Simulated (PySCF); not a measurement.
**The third ionisation energy along group 4**

Calculated with PySCF 2.14 from differences of total energies of unrestricted determinants, without spin-orbit coupling. Values in eV. The last column holds reference values (NIST; (s) semi-empirical, (t) theoretical, else measured). Unmarked ones compare directly (S terms, centres of terms, or small fine structure); those marked * lie between the lowest fine-structure levels and include a spin-orbit shift.

```csv
element,configurations,UHF,MP2 (valence),SCS-MP2 (valence),reference
"Ti (cc-pVDZ, non-relativistic)",[Ar] 3d2 → [Ar] 3d1,27.129,27.202,27.153,27.492 *
"Zr (cc-pVDZ-PP with ECP28MDF, ECP)",[Kr] 4d2 → [Kr] 4d1,22.369,22.428,22.389,23.170 (s) *
"Hf (cc-pVDZ-PP with ECP60MDF, ECP)",[Xe] 4f14 5d2 → [Xe] 4f14 5d1,21.518,21.576,21.537,22.55 ± 0.04 (t) *
```

"Valence" correlates the outer s and p shells and, in groups 3 to 12 and the f block, the outer d or f shell, open or full, or the next shell where the ion has no valence electron left; the wider scheme adds the next inner shell.
